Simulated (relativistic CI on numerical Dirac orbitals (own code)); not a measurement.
## Crystal-field levels of Tb2+, 4f9

Calculated by Dirac-Coulomb-Breit CI, separate exchange-only KLI orbitals for each configuration, model QED (radiative potential, 1s self-energy scaled to tabulated hydrogen-like ionisation energies), valence Slater integrals scaled by 0.8, one configuration in a parametric crystal field (own radial code).

Field parameters in Wybourne normalisation. The field is a parameter set, without covalency.

S and J are read from ⟨S²⟩ = S(S + 1) and ⟨J²⟩ = J(J + 1) of each level; they are not fictitious spins.

D4h, B20 = 1090, B40 = 720, B44 = -540, B60 = 200, B64 = 20 cm⁻¹, the lowest 16 levels:

```
E (cm⁻¹)  Degeneracy  Irrep     S     J
     0.0           2     Γ6  2.44  7.50
     216           2     Γ7  2.44  7.50
     383           2     Γ7  2.44  7.50
     466           2     Γ6  2.44  7.50
     519           2     Γ7  2.44  7.50
     535           2     Γ6  2.44  7.50
     629           2     Γ6  2.44  7.50
     636           2     Γ7  2.44  7.50
    2980           2     Γ7  2.47  6.50
    3148           2     Γ7  2.47  6.49
    3254           2     Γ6  2.47  6.49
    3325           2     Γ6  2.47  6.49
    3374           2     Γ7  2.47  6.50
    3433           2     Γ7  2.47  6.50
    3447           2     Γ6  2.47  6.50
    5019           2     Γ7  2.45  5.51
```

Principal g values of the ground doublet: 0.00, 0.00, 19.86.

D3h, B20 = -130, B40 = 130, B60 = 50, B66 = 130 cm⁻¹, the lowest 16 levels:

```csv
E (cm⁻¹),Degeneracy,S,J
0.0,2,2.44,7.50
6.7,2,2.44,7.50
16.2,2,2.44,7.50
46.5,2,2.44,7.50
56.4,2,2.44,7.50
63.9,2,2.44,7.50
67.6,2,2.44,7.50
70.7,2,2.44,7.50
2877,2,2.47,6.50
2879,2,2.47,6.50
2882,2,2.47,6.50
2900,2,2.47,6.50
2911,2,2.47,6.50
2924,2,2.47,6.50
2928,2,2.47,6.50
4819,2,2.45,5.50
```

Principal g values of the ground doublet: 1.13, 10.48, 10.48.

The next free-ion level lies 2859 cm⁻¹ above the lowest; the field splits the ground level into components whose J stays near 15/2 as long as their spread is small against that gap.

Levels of this model without a field, named by their leading LS term (the scale mimics covalency, so terms lie below those of the real free ion): ⁶H°15/2 0, ⁶H°13/2 2859, ⁶H°11/2 4795, ⁶H°9/2 6298, ⁶F°11/2 7248, ⁶H°7/2 7464, ⁶F°9/2 8192, ⁶H°5/2 8330 cm⁻¹.
